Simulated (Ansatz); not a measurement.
Relaxation of C2H5BO (9 atoms, charge 0, multiplicity 1), to a largest force component of 0.02 eV/Å in at most 50 steps.

The calculation used Ansatz 0.2.0, RKS B3LYP-D4/def2-SVPD.

```xyz
9
Properties=species:S:1:pos:R:3:forces:R:3
B -0.753 1.000 -0.689 -2.58 2.84 -1.05
C 0.227 -0.124 -0.539 2.86 -2.26 -1.50
C 0.435 -0.739 0.791 3.36 -0.08 1.27
O 0.916 -0.513 -1.519 -1.18 0.70 1.40
H -0.985 1.524 -1.779 0.31 -0.43 0.54
H -1.401 1.460 0.235 0.35 -0.28 -0.07
H -0.452 -1.172 1.195 -1.08 -0.35 0.52
H 1.266 -1.530 0.728 -1.18 0.86 0.04
H 0.836 0.049 1.557 -0.88 -1.01 -1.15
```

Where does it end, and by what steps?

It converged. The force dipped under the threshold on the way, but the program's further checks kept it going. After 20 steps the energy has fallen by 0.680 eV; H6 moved furthest, 1.37 Å.

```
step  energy less start (eV)  largest force component (eV/Å)  accepted
   0                  0.0000                           3.365       yes
   1                 -0.3135                           1.428       yes
   2                 -0.3154                           0.980       yes
   3                 -0.3638                           0.515       yes
   4                 -0.3974                           0.612       yes
   5                 -0.4758                           0.238       yes
   6                 -0.5139                           0.507       yes
   7                 -0.5389                           0.622       yes
   8                 -0.6075                           0.348       yes
   9                 -0.6334                           0.267       yes
  10                 -0.6339                           0.608       yes
  11                 -0.6507                           0.444       yes
  12                 -0.6624                           0.289       yes
  13                 -0.6744                           0.198       yes
  14                 -0.6775                           0.078       yes
  15                 -0.6788                           0.051       yes
  16                 -0.6799                           0.020       yes
  17                 -0.6801                           0.054       yes
  18                 -0.6801                           0.045       yes
  19                 -0.6803                           0.024       yes
  20                 -0.6804                           0.010       yes
```

```xyz
9
Properties=species:S:1:pos:R:3
B -0.774 1.119 -0.729
C 0.233 0.018 -0.310
C 0.447 -0.920 0.829
O 0.970 0.088 -1.297
H -1.699 0.822 -1.433
H -0.531 2.262 -0.454
H -0.444 -1.557 0.947
H 1.340 -1.538 0.669
H 0.545 -0.341 1.761
```

The run took 55 s on 2 threads of Arm Neoverse V1, on a shared host, peak memory 0.22 GiB.
